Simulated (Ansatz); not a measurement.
`CC(=S)[O][GeH3]` + NH₃ → `CC(N)=S` + `[OH][GeH3]` at 700 K and 1 bar (substitution at a C–O bond).

Computed with Ansatz on PBE0-D4/def2-TZVP structures; ΔE is electronic, products minus reactants. CCSD(T)/CBS adds triple-zeta CCSD(T) − MP2 to the extrapolated MP2 energy (def2 sets, frozen cores). This one scheme is used for every species. For Ge outer-core shells are correlated without core-valence functions, which leaves a few kJ/mol of doubt a bond. Scalar relativity is left out up to krypton. One conformer a species, not always the lowest.

| species | CCSD(T)/CBS energy (Eh) | H − E (kJ/mol) | S (J/(mol·K)) |
| --- | --- | --- | --- |
| `CC(=S)[O][GeH3]` | -2628.76657 | 272.2 | 487.7 |
| NH₃ | -56.50880 | 116.9 | 226.5 |
| `CC(N)=S` | -531.59204 | 248.5 | 400.0 |
| `[OH][GeH3]` | -2153.69723 | 141.7 | 338.7 |

H − E and S are ideal-gas, rigid-rotor, harmonic terms from PBE0-D4/def2-TZVP, for one conformer and one mirror image of each species. 1 Eh = 2625.50 kJ/mol, R = 8.31446 J/(mol·K).

Question: By hand: ΔE, ΔH, ΔS and ΔG.

Answer: ΔE = (-531.59204) + (-2153.69723) − (-2628.76657) − (-56.50880) = -0.01390 Eh = -36.5 kJ/mol. Δ(H − E) = 248.5 + 141.7 − 272.2 − 116.9 = 1.1, so ΔH = -35.4 kJ/mol. ΔS = 400.0 + 338.7 − 487.7 − 226.5 = 24.5 J/(mol·K). ΔG = -35.4 − 700 × (24.5)/1000 = -52.5 kJ/mol.

Question: By hand: the equilibrium constant, and the temperature at which ΔG would vanish if ΔH and ΔS stayed fixed.

Answer: log₁₀ K = −ΔG/(RT ln 10) = 3.9. ΔH and −TΔS have one sign here, so there is no such temperature.

TΔS isn't small against ΔH here. A doubt of 5 kJ/mol in ΔE shifts log₁₀ K by 0.4 here. Other conformers and mirror images would add mixing entropy, several J/(mol·K) or more a flexible species. Modes under 60 cm⁻¹, often nearly free rotors, make the harmonic entropy too high. These are equilibria of isolated gas molecules and say nothing of rates. Largest T1 diagnostic: 0.016 (customary marks: 0.02 for closed shells, 0.045 for open ones).
